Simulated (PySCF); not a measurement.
Two species compared at the same levels of theory.

First species: C4H10Ge2OSi.
Geometry (PBE0-D3(BJ)/def2-SVP, Å), atoms numbered from 1 in this order:
```
atom  x, y, z in Å
Ge1    4.0493   -0.1300   -0.2327
Ge2    1.7499   -0.2561    0.5246
Si3    0.2577    0.5550   -1.1455
C4    -1.5126    0.2382   -0.6475
C5    -2.5616   -0.3902   -1.2699
C6    -3.6650   -0.3466   -0.3660
C7    -3.2063    0.3015    0.7430
O8    -1.9195    0.6536    0.5861
H9     4.4062    1.3222   -0.6029
H10    4.2373   -1.0102   -1.4829
H11    5.0224   -0.6121    0.8595
H12    1.5884    0.5655    1.8192
H13    1.4046   -1.7236    0.8513
H14    0.4822   -0.1665   -2.4345
H15    0.5152    2.0134   -1.3586
H16   -2.5416   -0.8314   -2.2646
H17   -4.6660   -0.7443   -0.5183
H18   -3.6680    0.5737    1.6891
```

Second species: C3NNa.
Numbering: `[N:1]#[C:2][C:3]#[C:4][Na:5]`

Levels: CAM-B3LYP/def2-SVPD for dipole moment, HOMO energy, LUMO energy, HOMO–LUMO gap, static isotropic polarisability and electronic spatial extent ⟨r²⟩ about the centre of nuclear charge; TDDFT CAM-B3LYP/def2-SVPD for lowest singlet excitation; TDA CAM-B3LYP/def2-SVPD for lowest triplet excitation (Tamm–Dancoff); ΔSCF CAM-B3LYP/def2-SVPD for vertical ionisation energy; PBE0-D3(BJ)/def2-SVP for smallest rotational constant. Geometries: PBE0-D3(BJ)/def2-SVP. Each species is one conformer at its optimised geometry, gas phase, non-relativistic unless stated; the electronic structure was computed with PySCF and density fitting.

The conformers computed, where there is a choice (atom-mapped SMILES and torsion angles):
- `[GeH3:1][GeH2:2][SiH2:3][c:4]1[cH:5][cH:6][cH:7][o:8]1`: Ge1–Ge2–Si3–C4 172°, Ge2–Si3–C4–C5 -126°

Values for the first species:

```
Dipole moment                                                     : 1.26 D
HOMO energy                                                       : -7.94 eV
LUMO energy                                                       : 0.44 eV
HOMO–LUMO gap                                                     : 8.38 eV
Lowest singlet excitation                                         : 5.67 eV
Lowest triplet excitation (Tamm–Dancoff)                          : 3.81 eV
Static isotropic polarisability                                   : 148.8 au
Vertical ionisation energy                                        : 8.52 eV
Electronic spatial extent ⟨r²⟩ about the centre of nuclear charge : 3543 bohr²
Smallest rotational constant                                      : 0.279 GHz
```

Problem. Estimate the same properties for the second species, and the change in each.

Solution. 
| property | first | second | second less first |
| --- | --- | --- | --- |
| dipole moment | 1.26 D | 13.14 D | +11.88 D |
| HOMO energy | -7.94 eV | -7.97 eV | -0.03 eV |
| LUMO energy | 0.44 eV | -1.48 eV | -1.92 eV |
| HOMO–LUMO gap | 8.38 eV | 6.49 eV | -1.89 eV |
| lowest singlet excitation | 5.67 eV | 4.39 eV | -1.28 eV |
| lowest triplet excitation (Tamm–Dancoff) | 3.81 eV | 3.87 eV | +0.06 eV |
| static isotropic polarisability | 148.8 au | 53.6 au | -95.2 au |
| vertical ionisation energy | 8.52 eV | 8.99 eV | +0.47 eV |
| electronic spatial extent ⟨r²⟩ about the centre of nuclear charge | 3543 bohr² | 721 bohr² | -2822 bohr² |
| smallest rotational constant | 0.279 GHz | 1.314 GHz | +1.035 GHz |

On the first: S1 lies 2.71 eV below the HOMO–LUMO gap; its leading configuration is HOMO→LUMO, weight 0.86. The vertical singlet–triplet gap S1 − T1 is 1.86 eV (TDDFT singlet less Tamm–Dancoff triplet; S1: HOMO→LUMO, weight 0.86; T1: HOMO→LUMO, weight 0.58). The calculation is non-relativistic and has no spin–orbit coupling, an omission that weighs most on germanium.

On the second: The principal polarisabilities are 33.5, 33.5 and 93.9 au; their mean is the isotropic value. The vertical singlet–triplet gap S1 − T1 is 0.52 eV (TDDFT singlet less Tamm–Dancoff triplet).
